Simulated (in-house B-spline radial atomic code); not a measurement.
## PBE0 excitations of B II (B+)

Method: PBE0. Computed with an all-electron radial atomic-structure program (B-spline basis): linear response of the closed shell [He] 2s2 with the functional's adiabatic kernel; scalar-relativistic (spin-free one-electron X2C), finite nucleus, no spin-orbit coupling, no double excitations, S, P, D and F terms only.

Command:
```bash
python run_td.py task.json out
```
Settings (radii: box in bohr, nucleus in fm):
```
Z                        5
electrons                4
configuration            [He] 2s2
hamiltonian              x2c
method                   pbe0
box_radius               41.61
rms_radius               2.406
intervals                77
```

Time taken, with all properties: 0.3 s on 1 thread of Arm Neoverse N1, with other jobs on the host.

The lowest states, in the order of their Tamm-Dancoff energies; the method's threshold (minus the highest occupied level) is 20.798 eV. Labels give the largest channel, * marks a mixed state, and oscillator strengths are full-response dipole values. Measured ¹D terms are left out, since they can mix with doubly excited terms. Semilocal kernels can invert the small singlet-triplet splittings of Rydberg terms. Energies in eV:

```csv
state,full response,Tamm-Dancoff,oscillator strength,measured (J-weighted term)
2s → 2p 3P,3.286,3.978,-,4.631
2s → 2p 1P,8.581,9.105,0.999,9.100
2s → 3s 3S,15.023,15.034,-,16.090
2s → 3s 1S,15.739,15.755,-,-
2s → 3p 3P,16.407,16.419,-,17.853
2s → 3p 1P,16.684,16.704,0.0721,17.866
2s → 3d 3D,17.260,17.275,-,18.678
2s → 3d 1D,17.506,17.508,-,-
2s → 4s 3S,18.453,18.455,-,-
2s → 4s 1S,?,?,-,-
2s → 4p 3P,18.845,18.847,-,-
2s → 4p 1P,18.902,18.905,0.023,-
2s → 4d 3D,?,?,-,-
```

Q: Where does 2s → 4d 3D lie?

A: At 19.129 eV in full response, 19.133 eV in Tamm-Dancoff.

Q: Where does 2s → 4s 1S lie?

A: At 18.605 eV in full response, 18.608 eV in Tamm-Dancoff.

Q: How large is the singlet-triplet splitting of 2s → 2p (P terms) in Tamm-Dancoff?

A: 5.13 eV, from the unrounded values.

Q: What polarisabilities and dispersion coefficient does the method give?

A: Dipole 10.76 bohr³, quadrupole 28.54 bohr⁵, C6 29.27 hartree·bohr⁶ for two such species.
